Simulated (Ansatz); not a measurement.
Basis sets compared for Ga5P4H16⁻, a cluster cut from zinc blende GaP (hydrogen-capped). Charge -1, multiplicity 1. Geometry PBE-D4/def2-SVP. Ansatz on 2 threads of AMD EPYC 7R13 on a shared host and a share (18 GiB) of an NVIDIA H100 80GB HBM3; times are rough, and most runs start from earlier orbitals.

Cartesian coordinates in Å:
```
Ga 0.6386 -1.7557 -2.3004
Ga -2.8211 -0.3356 -0.8353
Ga -0.0715 -1.9436 1.7125
Ga 2.8356 0.6669 0.5391
Ga -0.6232 2.0858 2.0089
P -0.9670 -1.8146 -0.5289
P 1.8495 0.2565 -1.6509
P -1.7792 1.7441 -0.1088
P 0.9125 0.2559 1.9003
H -0.0323 -1.4592 -3.7121
H 1.7039 -2.9257 -2.1543
H -3.2000 -0.1535 -2.3698
H -3.9594 -0.6059 0.2400
H 1.0926 -3.0277 1.7355
H -1.2813 -2.0510 2.7401
H 3.9198 -0.4824 0.7087
H 3.2804 2.1941 0.5697
H -1.7381 1.8390 3.1140
H 0.1097 3.4948 1.9156
H -1.5779 -3.0982 -0.7269
H 2.8776 0.4679 -2.6267
H 1.0531 1.3933 -2.0041
H -2.7679 2.7753 -0.2226
H -0.9318 2.2137 -1.1636
H 1.4774 0.2658 3.2197
```

Single mean-field runs in def2-TZVP are fitted with def2-universal-jkfit.

```tsv
level	functions	energy (Eh)	HOMO (eV)	LUMO (eV)	wall time
PBE-D4/def2-SVP	312	-10995.7698	-2.91	1.67	9.5 s
PBE0-D4/def2-SVP	312	-10996.1204	-4.01	2.43	11 s
```

Problem. Estimate the rows for PBE-D4/def2-TZVP (with forces), PBE0-D4/def2-TZVP.

Solution. 
```
                         level  functions  energy (Eh)  HOMO (eV)  LUMO (eV)  wall time
PBE-D4/def2-TZVP (with forces)        484  -10997.4830      -3.00       1.31       18 s
             PBE0-D4/def2-TZVP        484  -10997.8190      -4.07       2.06       15 s
```
